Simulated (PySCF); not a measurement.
## Broadened absorption spectrum of C5H8Cl2Si

Species: C5H8Cl2Si.
SMILES: `[C@H]1(Cl)C=C([C@H]1[SiH2]C)Cl`

Level of theory: PySCF, TDDFT wB97X-D/def2-SVPD, vertical, gas phase, core orbitals frozen in the response. The structure is a single GFN2-xTB conformer in the gas phase; no vibrational or solvent corrections. Torsions of this conformer, `[CH3:1][SiH2:2][C@@H:3]1[C:4]([Cl:5])=[CH:6][C@@H:7]1[Cl:8]`: C1–Si2–C3–C4 31°.

Computed states:

```csv
state,E (eV),f
S1,6.28,0.173
S2,7.03,0.023
S3,7.08,0.019
S4,7.13,0.020
S5,7.21,0.014
S6,7.37,0.0089
S7,7.54,0.0083
S8,7.81,0.015
```

Broadening: Gaussians 0.3 eV wide at half height, area fixed by f = 4.319×10⁻⁹ ∫ε dν̃. The cross-section is σ = 3.8235×10⁻²¹ ε cm², given in Mb (10⁻¹⁸ cm²). The width is an assumption, not a result. The curve ends short of the highest state used, and states not computed would add to its high-energy end.

**Question.** Give the broadened spectrum and its maxima.

**Answer.** 
```json
{"λ (nm)": "172.0", "σ (Mb)": "19.07"}
{"λ (nm)": "172.9", "σ (Mb)": "21.67"}
{"λ (nm)": "173.9", "σ (Mb)": "23.47"}
{"λ (nm)": "174.8", "σ (Mb)": "23.73"}
{"λ (nm)": "175.7", "σ (Mb)": "22.57"}
{"λ (nm)": "176.7", "σ (Mb)": "19.85"}
{"λ (nm)": "177.6", "σ (Mb)": "16.56"}
{"λ (nm)": "178.6", "σ (Mb)": "12.58"}
{"λ (nm)": "179.5", "σ (Mb)": "9.20"}
{"λ (nm)": "180.5", "σ (Mb)": "6.05"}
{"λ (nm)": "181.4", "σ (Mb)": "3.90"}
{"λ (nm)": "182.4", "σ (Mb)": "2.24"}
{"λ (nm)": "183.3", "σ (Mb)": "1.30"}
{"λ (nm)": "184.3", "σ (Mb)": "0.75"}
{"λ (nm)": "185.2", "σ (Mb)": "0.60"}
{"λ (nm)": "186.2", "σ (Mb)": "0.81"}
{"λ (nm)": "187.1", "σ (Mb)": "1.45"}
{"λ (nm)": "188.1", "σ (Mb)": "2.87"}
{"λ (nm)": "189.0", "σ (Mb)": "5.08"}
{"λ (nm)": "190.0", "σ (Mb)": "8.92"}
{"λ (nm)": "190.9", "σ (Mb)": "13.86"}
{"λ (nm)": "191.9", "σ (Mb)": "21.05"}
{"λ (nm)": "192.8", "σ (Mb)": "28.79"}
{"λ (nm)": "193.8", "σ (Mb)": "38.09"}
{"λ (nm)": "194.7", "σ (Mb)": "46.15"}
{"λ (nm)": "195.7", "σ (Mb)": "53.58"}
{"λ (nm)": "196.6", "σ (Mb)": "57.92"}
{"λ (nm)": "197.6", "σ (Mb)": "59.44"}
{"λ (nm)": "198.5", "σ (Mb)": "57.69"}
{"λ (nm)": "199.5", "σ (Mb)": "52.70"}
{"λ (nm)": "200.4", "σ (Mb)": "46.21"}
{"λ (nm)": "201.4", "σ (Mb)": "37.82"}
{"λ (nm)": "202.3", "σ (Mb)": "30.12"}
{"λ (nm)": "203.3", "σ (Mb)": "22.23"}
{"λ (nm)": "204.2", "σ (Mb)": "16.17"}
{"λ (nm)": "205.2", "σ (Mb)": "10.82"}
{"λ (nm)": "206.1", "σ (Mb)": "7.22"}
{"λ (nm)": "207.1", "σ (Mb)": "4.41"}
{"λ (nm)": "208.0", "σ (Mb)": "2.72"}
{"λ (nm)": "209.0", "σ (Mb)": "1.52"}
{"λ (nm)": "209.9", "σ (Mb)": "0.87"}
{"λ (nm)": "210.9", "σ (Mb)": "0.45"}
{"λ (nm)": "211.8", "σ (Mb)": "0.24"}
{"λ (nm)": "212.8", "σ (Mb)": "0.11"}
```

Maxima: 198 nm (6.28 eV), ε about 16000, made up of S1 (100%); 175 nm (7.10 eV), ε about 6200, made up of S2 (28%), S3 (28%), S4 (28%) and S5 (15%) (ε in L mol⁻¹ cm⁻¹; maxima over ε = 5, shares over 10%).

**Question.** On this curve, what absorbance would a 10⁻⁴ mol/L sample give at 193 nm over a 1 cm path?

**Answer.** 193 nm is 6.424 eV, where ε is about 8000 L mol⁻¹ cm⁻¹, so A = ε c l ≈ 0.8 (Beer–Lambert, with the gas-phase spectrum and the assumed width).

**Question.** Coming from long wavelengths, where does ε first pass 100 L mol⁻¹ cm⁻¹?

**Answer.** At about 211 nm (5.87 eV), 0.40 eV below S1.

**Question.** What would ε be at 6.28 eV, the highest of these maxima, with half the width (0.15 eV)?

**Answer.** About 31100 L mol⁻¹ cm⁻¹ against 15500, a factor of about 2.00; a lone state at its own centre would give exactly 2.
